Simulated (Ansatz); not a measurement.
The pair A = GaH3O (SMILES [OH][GaH2]) (first 5 atoms), B = H2O (SMILES O); geometry from B3LYP-D3(BJ)/def2-TZVP.
(charge 0, multiplicity 1):
```xyz
8

O     -0.4482    -0.9819     1.0283
Ga     0.3858    -0.3830    -0.4381
H     -0.3631    -0.4026     1.8023
H      0.2403    -1.3218    -1.6765
H      1.1604     0.9772    -0.3617
O     -0.3172     0.5998     3.4520
H      0.0565     0.0445     4.1452
H     -1.2220     0.7853     3.7269
```

Correlated levels freeze the cores. Filled d and f shells under p-block atoms count as core. MP2 and its Hartree–Fock in aug-cc-pVQZ, aug-cc-pVTZ are density fitted.

Run with Ansatz (Gaussian basis) for Hartree–Fock, density functionals and correlated methods. Each number belongs to the level named beside it.

The counterpoise-corrected interaction energy is E(AB) − E(A in the pair's basis) − E(B in the pair's basis). Total energies (hartree):

| level | AB | A in the pair's basis | B in the pair's basis |
|---|---|---|---|
| HF/aug-cc-pVTZ | -2076.0066154 | -1999.9421574 | -76.0602305 |
| MP2/aug-cc-pVTZ | -2076.6214118 | -2000.2851332 | -76.3293671 |
| HF/aug-cc-pVQZ | -2076.0206965 | -1999.9508785 | -76.0655286 |
| MP2/aug-cc-pVQZ | -2076.6741407 | -2000.3149445 | -76.3520112 |
| MP2/aug-cc-pVDZ | -2076.4033151 | -2000.1351238 | -76.2618476 |
| CCSD(T)/aug-cc-pVDZ | -2076.4431328 | -2000.1618353 | -76.2749328 |

Task: Work out the counterpoise-corrected interaction energy at the basis-set limit: extrapolate the MP2 correlation part as X⁻³, take Hartree–Fock from the larger set, and add the CCSD(T) − MP2 difference of aug-cc-pVDZ.

Result: 
1. Differences (1 hartree = 627.509 kcal/mol): HF/aug-cc-pVTZ -2.653; MP2/aug-cc-pVTZ -4.337; HF/aug-cc-pVQZ -2.692; MP2/aug-cc-pVQZ -4.509; MP2/aug-cc-pVDZ -3.981; CCSD(T)/aug-cc-pVDZ -3.994.
2. Correlation parts, MP2 less HF: -1.684 in aug-cc-pVTZ (X = 3), -1.817 in aug-cc-pVQZ (X = 4).
3. Limit (4³·(-1.817) − 3³·(-1.684))/(4³ − 3³) = -1.914; with HF/aug-cc-pVQZ it gives -4.606.
4. CCSD(T) less MP2 in aug-cc-pVDZ: -0.013.
Result: -4.62 kcal/mol, against -4.34 at MP2/aug-cc-pVTZ. It is an estimate of this method's limit, not of the exact value.

Ansatz is a quantum-chemistry and plane-wave program.
